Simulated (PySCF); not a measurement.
AlF$_{2}$ (SMILES [F][Al+][F]), charge +1, singlet, at a GFN2-xTB geometry (such geometries of metal compounds can be far from the true shape). Base run: M062X/6-31G (PySCF).

Input for PySCF:
```python
from pyscf import gto, scf, dft

mol = gto.M(
    atom='''
Al    0.00000000    0.00000000    0.00000000
F     0.00000000    0.00000000    1.61313589
F    -0.00000000   -0.00000000   -1.61313589
''',
    basis='6-31g',
    charge=1,
    verbose=4,
)

mf = dft.RKS(mol)
mf.xc = 'm062x'
mf.kernel()
mf.analyze()
```

The base run was repeated with changes; each row names its change, and settings that it needs were set with it.

```json
[
 {"change": "base", "ΔE vs base (mEh)": "0.000", "fitting functions": "-"},
 {"change": "auxbasis = default (with mf = mf.density_fit())", "ΔE vs base (mEh)": "0.033", "fitting functions": "252"},
 {"change": "auxbasis = cc-pvtz-ri", "ΔE vs base (mEh)": "-1.420", "fitting functions": "284"},
 {"change": "auxbasis = even-tempered beta=1.6", "ΔE vs base (mEh)": "?", "fitting functions": "?"},
 {"change": "auxbasis = def2-svp-ri", "ΔE vs base (mEh)": "164.5", "fitting functions": "158"},
 {"change": "auxbasis = even-tempered beta=2.0", "ΔE vs base (mEh)": "0.295", "fitting functions": "287"},
 {"change": "auxbasis = cc-pvtz-jkfit", "ΔE vs base (mEh)": "0.018", "fitting functions": "279"},
 {"change": "auxbasis = even-tempered beta=3.0", "ΔE vs base (mEh)": "?", "fitting functions": "?"},
 {"change": "exchange = seminumerical (SGX) (with mf = sgx.sgx_fit(mf, auxbasis='def2-universal-jfit'); with mf.with_df.dfj = True)", "ΔE vs base (mEh)": "-0.124", "fitting functions": "149"},
 {"change": "auxbasis = def2-universal-jfit", "ΔE vs base (mEh)": "?", "fitting functions": "149"}
]
```

Problem. Complete the blanks.

Solution. 
- auxbasis = even-tempered beta=1.6, ΔE vs base (mEh): 0.371
- auxbasis = even-tempered beta=1.6, fitting functions: 410
- auxbasis = even-tempered beta=3.0, ΔE vs base (mEh): -0.065
- auxbasis = even-tempered beta=3.0, fitting functions: 182
- auxbasis = def2-universal-jfit, ΔE vs base (mEh): 583.3

A fitting set is made for a task (jfit for Coulomb, jkfit for Coulomb and exchange, ri for correlation) and for a family of orbital bases.
